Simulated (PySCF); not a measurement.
SMILES Fc1cccc(-c2cccs2)c1 (C₁₀H₇FS) at its GFN2-xTB optimised geometry (Å):

```
19

F     -1.8784     3.3850     0.0002
C     -1.8594     2.0342     0.0000
C     -3.0604     1.3482    -0.0002
C     -3.0178    -0.0361    -0.0003
C     -1.8081    -0.7018    -0.0002
C     -0.5982    -0.0023    -0.0001
C      0.6663    -0.7087     0.0000
C      1.9391    -0.2010     0.0001
C      2.9388    -1.1921     0.0001
C      2.4277    -2.4505     0.0000
S      0.7133    -2.4505     0.0000
C     -0.6380     1.3939     0.0001
H     -3.9924     1.8898    -0.0002
H     -3.9391    -0.5984    -0.0004
H     -1.7909    -1.7816    -0.0003
H      2.1642     0.8497     0.0002
H      3.9924    -0.9764     0.0002
H      2.9526    -3.3850     0.0000
H      0.2630     1.9844     0.0002
```

Computed with PBE0/def2-SVP in PySCF.

Map of the electrostatic potential (hartree/e), clipped to [-0.08, 0.12] on the plane z = 1.0 Å:

```
|1111111111111111112222222|
|1111111111111111122222222|
|1111110000011111222222222|
|1111110000011112222222222|
|2221110000001122222222222|
|2222110021011222222222222|
|2222222354222222222222222|
|2223333598433333322222222|
|2233445699654433333222222|
|2223479676795333333222222|
|2222357544674333433222222|
|2222356434575334543222222|
|2223379644797546953223222|
|2233457587676965754333322|
|2233333487446974469543322|
|2223322344345775457433222|
|2222222333348998664222222|
|2222222233339999895222222|
|2222222222225997664322222|
|2222222222112454344332222|
|2222222222111223333332222|
|2222222222111222233332222|
|2222222222222222222222222|
|2222222222222222222222222|
|2222222222222222222222222|
```
Scale: ten equal steps from -0.030 (start of '0') to 0.120 (end of '9'), in the order '0123456789'; x runs from -6.00 to 6.00, y from -6.00 (bottom) to 6.00 (top).
